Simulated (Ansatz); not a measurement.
CNO (SMILES [N]=C=O) moved off its minimum; all values from Ansatz (a first-principles code), cores frozen in correlated methods. Open shells are unrestricted.
(charge 0, multiplicity 2)
```xyz
3

N      0.0237     0.1878    -1.2878
C      0.1415     0.0323    -0.1734
O     -0.1955    -0.0796     1.0984
```

**Question.** Give the forces (eV/Å), the total energy and the dipole at MP2/aug-cc-pVTZ.

**Answer.** 
```
atom      Fx      Fy      Fz
----  ------  ------  ------
N1     0.673   0.464  -4.471
C2    -2.803  -0.698   8.717
O3     2.129   0.234  -4.247
```
Energy -167.6759 hartree, dipole 1.15 D.

Doubts at one or more of the structures used: a spin-contaminated determinant (MP2/aug-cc-pVTZ).
